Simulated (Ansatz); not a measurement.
Conformers and stereoisomers of FH8N3OSi2 (`N[SiH](O)N[SiH](N)F`), each relaxed with PBE0-D4/def2-TZVP in Ansatz. CBS adds the triple-zeta coupled-cluster correction to the MP2 limit.

Not all of them had a frequency check.

Conformer A:

Cartesian coordinates in Å:
```
N 0.060 0.916 2.546
Si 0.164 -0.328 1.385
O 1.613 -0.540 0.659
N -0.958 0.055 0.109
Si -0.869 -0.262 -1.554
N 0.753 0.019 -2.069
F -1.106 -1.792 -1.954
H 0.256 0.705 3.511
H 0.309 1.867 2.322
H -0.194 -1.556 2.133
H 1.600 -0.469 -0.310
H -1.854 0.391 0.439
H -1.933 0.503 -2.243
H 1.068 -0.478 -2.889
H 1.091 0.970 -2.086
```

Conformer B:

Cartesian coordinates in Å:
```
N -1.214 0.880 -2.188
Si -0.888 0.529 -0.541
O -2.055 -0.504 -0.003
N 0.709 -0.117 -0.523
Si 1.688 -0.409 0.844
N 0.656 -0.625 2.168
F 2.651 0.808 1.236
H -2.150 1.147 -2.450
H -0.537 1.397 -2.727
H -0.970 1.639 0.430
H -2.223 -1.270 -0.556
H 1.038 -0.498 -1.399
H 2.628 -1.504 0.509
H -0.256 -1.039 2.082
H 0.922 -0.436 3.118
```

Task: Which is lowest in electronic energy at CCSD(T)/CBS (frozen core, def2 sets), and by how much? (Estimate.)

Result: The calculation gave: A; B lies 6.7 kJ/mol higher.

Task: Give the energies relative to A (kJ/mol) with PBE/def2-TZVPP, r2SCAN/def2-TZVPP, B3LYP/def2-TZVPP, SCS-MP2/def2-TZVPP, CCSD/def2-TZVPP, CCSD(T)/def2-TZVPP, HF/CBS(def2). (An estimate is asked.)

Result: The calculation gave: 
| level | B |
| --- | --- |
| PBE/def2-TZVPP | 10.1 |
| r2SCAN/def2-TZVPP | 8.2 |
| B3LYP/def2-TZVPP | 6.9 |
| SCS-MP2/def2-TZVPP | 5.7 |
| CCSD/def2-TZVPP | 5.7 |
| CCSD(T)/def2-TZVPP | 7.5 |
| HF/CBS(def2) | -1.4 |

B3LYP here is the variant with VWN-RPA as its local correlation; programs differ in this.
